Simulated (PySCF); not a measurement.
H₂Se, SMILES [SeH2]. Geometry: ωB97X-D3(BJ)/def2-TZVPD.

Problem. Give the equilibrium geometry at ωB97X-D3(BJ)/def2-TZVPD (PySCF confirms it by a frequency run) as a Z-matrix, and its point group. (An estimate is asked for; the answer gives what the named calculation found.)

Solution. point group C2v.
```
Se
H 1 1.4625
H 1 1.4625 2 91.70
```
